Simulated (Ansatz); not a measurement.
Ideal-gas functions of CH$_{5}$OSSi, SMILES `CO[SiH]S` radical at 800 K and 1 bar, from an Ansatz frequency run at PBE0-D4/def2-TZVP.

Molar mass 93.2 g/mol, point group C1 (symmetry number 1), electronic degeneracy 2, moments of inertia 27.926, 252.058, 270.188 u Å². Harmonic wavenumbers (cm⁻¹, unscaled): 59, 76, 137, 200, 254, 509, 585, 747, 771, 843, 1135, 1178, 1206, 1477, 1492, 1498, 2145, 2707, 3021, 3087, 3128.

Use S(trans) = R[1.5 ln M + 2.5 ln T − 1.1517]; rotational temperatures θ = 24.2544 K / I; S(rot) = R[ln(√π/σ · √(T³/θAθBθC)) + 1.5]; for each mode x = 1.438777 ν̃/T, S = R[x/(eˣ − 1) − ln(1 − e⁻ˣ)] and H = RT x/(eˣ − 1); 1 cm⁻¹ = 0.0119627 kJ/mol; R = 8.31446 J/(mol·K).

Problem. By hand: the entropy, in J/(mol·K).

Solution. Translation 185.9. Rotation: θ = 0.8685, 0.0962, 0.0898 K, giving 120.9. Vibration, mode by mode: 26.97, 24.87, 19.98, 16.86, 14.90, 9.33, 8.27, 6.46, 6.23, 5.61, 3.69, 3.47, 3.34, 2.27, 2.22, 2.21, 0.87, 0.38, 0.23, 0.21, 0.20, in all 158.6. Electronic 5.8. Sum 471.2 J/(mol·K).

Problem. By hand: H − E and G − E in kJ/mol, counted from the electronic energy.

Solution. Zero-point energy ½ × 26255 × 0.0119627 = 157.0; thermal vibration 57.0; translation, rotation and pV give 4 RT = 26.6. H − E = 240.6 kJ/mol, and G − E = 240.6 − 800 × 471.2/1000 = -136.4 kJ/mol.

Vibration gives 34 % of the entropy, 71.8 J/(mol·K) of it from the modes under 150 cm⁻¹: soft modes count most, and the harmonic formula is weakest for them. The sum counts one conformer and one mirror image; others add a mixing term.
